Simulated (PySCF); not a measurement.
A PySCF script (with the pyscf-properties extension) for the NMR shieldings of `C[C@H](CF)OC(C)(C)[SiH3]`, C₆H₁₅FOSi, on a GFN2-xTB geometry:

```python
import basis_set_exchange as bse
import numpy as np
from pyscf import gto, dft
from pyscf.prop import nmr

atoms = """
C     1.924093   -0.791345   -1.423084
C     1.303084    0.146862   -0.389510
C     2.348953    0.577726    0.646718
F     3.315061    1.355789    0.056956
O     0.259766   -0.512113    0.306521
C    -1.077513    0.001681    0.229906
C    -1.187674    1.401558    0.832734
C    -1.604960    0.006597   -1.204082
Si   -1.923189   -1.336414    1.319360
H     2.805085   -0.327714   -1.859295
H     1.209545   -1.009900   -2.212085
H     2.207673   -1.723686   -0.941015
H     0.935519    1.048959   -0.892253
H     2.848345   -0.293633    1.079407
H     1.889832    1.177925    1.437855
H    -0.771966    1.412686    1.837972
H    -0.661491    2.144435    0.232634
H    -2.233759    1.692757    0.887423
H    -1.460240   -0.970530   -1.659481
H    -2.668042    0.234287   -1.200878
H    -1.101386    0.753605   -1.818303
H    -1.740834   -2.627835    0.664094
H    -3.351512   -1.026993    1.448243
H    -1.276123   -1.314938    2.627718
"""
names = dict.fromkeys(["C", "F", "O", "Si", "H"], "pcSseg-1")
basis = {el: gto.basis.parse(bse.get_basis(n, elements=[el], fmt="nwchem")) for el, n in names.items()}
mol = gto.M(atom=atoms, basis=basis, charge=0, verbose=0)
mf = dft.RKS(mol, xc="PBE0")
mf.grids.level = 2
mf.grids.alignment = dft.numint.BLKSIZE   # the property module wants whole blocks of grid points
mf.conv_tol = 1e-9
mf.kernel()

calc = nmr.RKS(mf)   # GIAO
C = mf.mo_coeff
Co = C[:, mf.mo_occ > 0]
resp = mf.gen_response(singlet=True, hermi=2)
def vind(x):   # induced exchange potential for any number of trial vectors
    d = np.einsum("pi,xij,qj->xpq", C, 2 * x.reshape(-1, C.shape[1], Co.shape[1]), Co, optimize=True)
    return np.einsum("xpq,pi,qj->xij", resp(d - d.transpose(0, 2, 1)), C, Co, optimize=True).ravel()
mo1, _ = nmr.rhf.solve_mo1(calc, with_cphf=vind)
sigma = calc.kernel(mo1)
for i, s in enumerate(sigma):   # ppm
    w = np.linalg.eigvalsh((s + s.T) / 2)
    print("%2d %-2s iso %8.1f  s11 %8.1f  s22 %8.1f  s33 %8.1f" % (i, mol.atom_pure_symbol(i), w.mean(), *w))
```

Problem. Give the expected output.

Solution. 
```
 0 C  iso    164.3  s11    152.9  s22    154.1  s33    185.9
 1 C  iso    119.4  s11     87.3  s22    113.6  s33    157.3
 2 C  iso     96.8  s11     64.7  s22     79.3  s33    146.3
 3 F  iso    425.2  s11    393.2  s22    419.9  s33    462.6
 4 O  iso    260.1  s11    238.5  s22    255.7  s33    286.2
 5 C  iso    115.5  s11     84.4  s22     93.9  s33    168.3
 6 C  iso    162.4  s11    142.8  s22    156.4  s33    188.0
 7 C  iso    162.3  s11    143.0  s22    156.5  s33    187.4
 8 Si iso    402.6  s11    355.8  s22    388.2  s33    463.7
 9 H  iso     30.3  s11     25.4  s22     28.6  s33     36.8
10 H  iso     30.4  s11     25.6  s22     30.1  s33     35.6
11 H  iso     30.7  s11     27.4  s22     28.5  s33     36.2
12 H  iso     27.9  s11     24.2  s22     28.7  s33     31.0
13 H  iso     27.5  s11     23.8  s22     29.1  s33     29.8
14 H  iso     27.1  s11     22.9  s22     28.3  s33     29.9
15 H  iso     30.4  s11     27.4  s22     27.6  s33     36.2
16 H  iso     30.0  s11     26.3  s22     29.5  s33     34.2
17 H  iso     30.6  s11     26.7  s22     28.1  s33     37.1
18 H  iso     30.3  s11     27.3  s22     27.6  s33     35.9
19 H  iso     30.6  s11     26.6  s22     28.1  s33     37.0
20 H  iso     30.0  s11     26.5  s22     29.4  s33     34.2
21 H  iso     27.9  s11     24.5  s22     26.6  s33     32.6
22 H  iso     27.9  s11     24.4  s22     25.8  s33     33.6
23 H  iso     27.9  s11     24.5  s22     26.6  s33     32.7
```

These numbers come from an equivalent density-fitted implementation of the same equations, which agrees with the script to about 0.01 ppm for H and up to a few tenths of a ppm for heavy atoms, so last digits may differ.

Problem. Turn these shieldings into chemical shifts. Chemical shifts δ = σref − σ; TMS for $^{13}$C (σ = 186.93 ppm), $^{29}$Si (σ = 349.16 ppm), $^{1}$H (σ = 31.72 ppm); $^{19}$F (σ = 170.95 ppm) vs CFCl3; $^{17}$O (σ = 336.08 ppm) against H2O, all at this level.

Solution. Averaging equivalent atoms: C 2: 90.2; C 5: 71.4; C 1: 67.5; C 7: 24.6; C 6: 24.5; C 0: 22.6; F 3: -254.3; O 4: 76.0; Si 8: -53.4; H 14: 4.67; H 13: 4.19; H 21/22/23: 3.80; H 12: 3.77; H 18/19/20: 1.43; H 15/16/17: 1.37; H 9/10/11: 1.25 ppm. Unscaled 19F shifts against computed CFCl3 carry errors that often reach 10 to 50 ppm. Experimental scales use liquid or dissolved standards, which lie at an offset from isolated H2O (liquid H2O: subtract about 36 ppm).

Size and cost of the density-fitted run: 235 basis functions, 63 s wall time on 1 thread of an Arm Neoverse V1, shared host; peak memory 1.1 GiB.
